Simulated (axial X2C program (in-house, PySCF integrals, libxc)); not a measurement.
# CaBr: cheaper levels and CCSD(T), with spin–orbit coupling

All values were computed with an in-house all-electron X2C program for linear molecules (integrals from PySCF). Two-component (2c) means X2C with spin–orbit coupling and atomic mean-field two-electron Coulomb and Gaunt terms. Basis: Br dyall-cv3z [8s9p6d4f1g], Ca dyall-cv3z [11s12p6d4f] (cores contracted in-house); Gaussian nuclei, density fitting, unrestricted open shells. Masses: Br 78.918 u, Ca 39.963 u.

State: Ω = 1/2 (⟨Sz⟩ = 0.50, ⟨Lz⟩ = 0.00 at HF); fragments Br + Ca.

```tsv
level	Re (Å)	ωe (cm⁻¹)	De (eV)
PBE0	2.586	286.3	3.76
HF	2.666	273.8	3.11
MP2	2.659	274.5	3.68
CCSD	2.658	274.9	3.33
PBEsol	2.556	290.8	3.99
```

Correlated methods: 9 electrons correlated (number of frozen shells: Br 3 s, 2 p, 1 d; Ca 3 s, 2 p), 265 virtual spin orbitals or spinors in MP2, 82 natural virtuals in coupled cluster.

CCSD(T), same Hamiltonian and basis:

Re = 2.659 Å, ωe = 274.5 cm⁻¹, De = 3.41 eV; T1 = 0.008 (Lee–Taylor normalisation).

**Question.** Give the differences from CCSD(T) in the columns below.

**Answer.** 

| level | ΔRe (Å) | Δωe (cm⁻¹) | ΔDe (eV) |
| --- | --- | --- | --- |
| PBE0 | -0.073 | 11.8 | 0.35 |
| HF | 0.007 | -0.7 | -0.30 |
| MP2 | 0.000 | 0.0 | 0.27 |
| CCSD | -0.001 | 0.4 | -0.08 |
| PBEsol | -0.103 | 16.3 | 0.58 |

The state is a single determinant with fixed occupations, the lowest that a limited PBE0 search found. De is counted from the lowest determinant-based energies of the atoms at the same level, without counterpoise correction. Density functionals use the spin component along the axis (collinear). CCSD and (T) use frozen natural virtuals with an MP2 correction for the truncation; (T) itself is uncorrected, so its De runs slightly low. Without a current term, density functionals place determinants with orbital angular momentum somewhat too high. The outer-core s and p shells of the metal are frozen in the correlated rows, which leaves out core–valence correlation; for alkali and alkaline-earth bonds that tends to lengthen them. With the outer-core shells frozen, correlated bond lengths of heavy atoms tend to come out a few hundredths of an ångström too long.
